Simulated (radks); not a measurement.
The numbers below are computed, except where a source is named.
Coulomb parameter of the 4f shell of the cerium ion Ce+ in the model configuration [Xe] 4f2 5d1, as a second difference U = [E(n + 0.5) + E(n - 0.5) - 2 E(n)] / (0.5)^2 with all orbitals relaxed. "Bare": the charge of the atom changes with n. "Screened": the 5d shell takes up the change at fixed total charge, which measures U(4f,4f) + U(5d,5d) - 2 U(4f,5d). Code: a radial shooting solver on a logarithmic mesh with Libxc functionals. Model: scalar-relativistic Kohn-Sham, PBEsol, spin-unpolarised, spherical densities, point nucleus.

| case | configuration | E - E(n) (eV) |
|---|---|---|
| start | [Xe] 4f2 5d1 | 0.000 |
| bare +0.5 | [Xe] 4f2.5 5d1 | -1.173 |
| bare -0.5 | [Xe] 4f1.5 5d1 | 3.810 |
| screened +0.5 | [Xe] 4f2.5 5d0.5 | 1.061 |
| screened -0.5 | [Xe] 4f1.5 5d1.5 | -0.369 |

U(bare) = 10.548 eV, U(screened by 5d) = 2.766 eV, against the Slater integral F0(4f,4f) = 20.254 eV with frozen orbitals.
